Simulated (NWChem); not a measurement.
System: ZnH cation; SMILES [ZnH+]

```xyz
2

Zn     0.0000     0.0000     0.0628
H      0.0000     0.0000    -1.4713
```
Atoms are numbered in this order, from 1.

Results from NWChem. Coordinates come from a PBE0/def2-SVP optimisation. GIAO values for the isolated, static molecule; σ is the absolute isotropic shielding, δ = σ(reference) − σ with the isolated reference molecule computed at the same levels (1H: tetramethylsilane).

Problem. Estimate the computed values for PBE0/x2c-TZVPall-s, scalar ZORA without spin-orbit coupling. Quantities: σ Zn1 (ppm); δ H2 (ppm).

Solution. 
- σ Zn1 (ppm) = 2316.3
- δ H2 (ppm) = 8.53
